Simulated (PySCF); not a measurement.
# Computed vibrations of [La(CH3)2]+

[La(CH3)2]+ (singlet). PySCF 2.14.0, RKS PBE0, La lcecp-1-SVP with ECP46, C def2-SVP, H def2-SVP; non-relativistic Hamiltonian with scalar-relativistic core potentials where named; density fitting; no spin-orbit coupling. Central differences of gradients.

```xyz
9

La    0.0000    0.0000   -0.2678
C     1.8733   -0.1481    1.1876
H     2.6491    0.6091    0.9566
H     1.5857   -0.0134    2.2475
H     2.3639   -1.1398    1.1079
C    -1.8733    0.1481    1.1876
H    -2.6491   -0.6091    0.9566
H    -1.5857    0.0134    2.2475
H    -2.3639    1.1398    1.1079
```

Run from Python with OMP_NUM_THREADS=2. Where DIIS fails, smearing, a level shift and second-order steps follow.
It took 85 s on 2 threads of Arm Neoverse V2, with other jobs on the host.

Task: What are the harmonic wavenumbers and infrared intensities?

Result: Modes are labelled in C2; negative numbers are unstable modes, those under 60 cm⁻¹ near the noise; a finer grid moves soft modes by up to 10 cm⁻¹.
| cm⁻¹ | km/mol | symmetry |
| --- | --- | --- |
| 71 | 0.1 | a |
| 80 | 0.1 | b |
| 113 | 0.7 | a |
| 295 | 0.0 | a |
| 315 | 27.8 | b |
| 351 | 6.5 | b |
| 435 | 0.3 | a |
| 449 | 128.0 | b |
| 475 | 44.3 | a |
| 1153 | 9.5 | b |
| 1156 | 3.5 | a |
| 1371 | 8.9 | b |
| 1374 | 23.4 | a |
| 1382 | 0.0 | a |
| 1383 | 31.2 | b |
| 2994 | 8.1 | b |
| 2996 | 4.4 | a |
| 3092 | 0.0 | a |
| 3093 | 4.1 | b |
| 3113 | 0.0 | b |
| 3117 | 0.1 | a |

Task: Is this a minimum?

Result: Yes. Ideal gas at 298.15 K and 1 bar: S = 348.1 J/(mol K), Cp = 99.2 J/(mol K), H − H(0 K) = 21.3 kJ/mol (rigid rotor, harmonic modes, spin degeneracy alone).
